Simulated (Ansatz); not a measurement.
CH4AlNSeSi, SMILES `[AlH2][N]1[SiH2]C1=[Se]` at its PBE0-D4/def2-TZVP geometry, where that method's forces vanish. Charge 0, multiplicity 1.

```xyz
9

Al   -1.1880   -1.1137    0.9671
N    -0.0684   -0.0398    0.0168
Si    1.4654    0.7786   -0.2593
C    -0.1257    0.6749   -1.1392
Se   -1.3337    0.9675   -2.3897
H    -0.5170   -1.6815    2.2782
H    -2.6530   -1.4044    0.4779
H     1.7983    1.8928    0.6531
H     2.6220   -0.0743   -0.6049
```

Problem. What forces (eV/Å) does PBE-D4/def2-TZVPP give on these atoms in Ansatz 0.2.0? (Best estimate.)

Solution. Computed: 
```
Al1 -0.082 -0.110  0.111
N2  -0.194 -0.334  0.396
Si3  0.485  0.233 -0.047
C4  -0.019  0.175 -0.286
Se5 -0.298  0.094 -0.342
H6   0.051 -0.039  0.096
H7  -0.116 -0.018 -0.044
H8   0.037  0.119  0.135
H9   0.137 -0.121 -0.018
```
